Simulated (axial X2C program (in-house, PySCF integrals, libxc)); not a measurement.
Bond lengths and stretching modes, held linear, of HAsH⁺

Computed with an axial X2C code built on PySCF integrals: two-component X2C with atomic mean-field Coulomb and Gaunt terms, Gaussian nuclei, basis H dyall-v3z, As dyall-v3z with contracted cores. Spin-free rows use the one-electron spin-free X2C Hamiltonian.

Masses H 1.008, As 74.922, H 1.008 u. States: 2c Ω = 1 (beyond evenly filled blocks: ω = -1/2, ω = 3/2); spin-free M_S = 1, Λ = 0 (beyond evenly filled blocks: π+α, π-α).

MP2, 2c: energies above the lowest point

```csv
r(H–As) (Å),r(As–H) (Å),E (meV)
1.4488,1.4488,18.44
1.4488,1.4860,9.99
1.4488,1.5231,28.99
1.4860,1.4488,9.99
1.4860,1.4860,0.00
1.4860,1.5231,17.44
1.4860,1.5603,58.20
1.5231,1.4488,28.99
1.5231,1.4860,17.44
1.5231,1.5231,33.19
1.5603,1.4860,58.20
1.5603,1.5603,109.26
```

Q: Fit a quadratic surface with cubic terms in each bond: where is the minimum, and what are the two stretching wavenumbers?

A: At MP2, 2c: bonds 1.480 and 1.480 Å; harmonic stretches 2269.3 and 2442.9 cm⁻¹; force constants 3.25, 3.25 and coupling -0.20 mdyn/Å.

The other levels and Hamiltonians give:

```tsv
Hamiltonian	level	r(H–As) (Å)	r(As–H) (Å)	lower stretch (cm⁻¹)	upper stretch (cm⁻¹)
2c	PBE0	1.484	1.484	2223.4	2355.9
2c	HF	1.473	1.473	2346.7	2398.4
2c	r2SCAN	1.482	1.482	2215.4	2349.1
spin-free	PBE0	1.484	1.484	2224.8	2357.6
spin-free	HF	1.473	1.473	2347.8	2399.9
spin-free	r2SCAN	1.482	1.482	2216.8	2350.7
spin-free	MP2	1.479	1.479	2270.3	2443.9
```

Each state is one determinant, the lowest of a limited PBE0 search; the stretches come from a fit to these few points and carry an uncertainty of a few per cent. Other orders of the atoms were not compared. MP2 freezes inner shells (threshold -2 hartree). The molecule was held linear; bending was not examined, so a bent shape may lie lower. Open-shell Ω = 0 determinants with evenly filled partner blocks cannot be reached by this program, so the Ω shown need not be the lowest component. Note: several unpaired electrons, one determinant need not be a pure state.
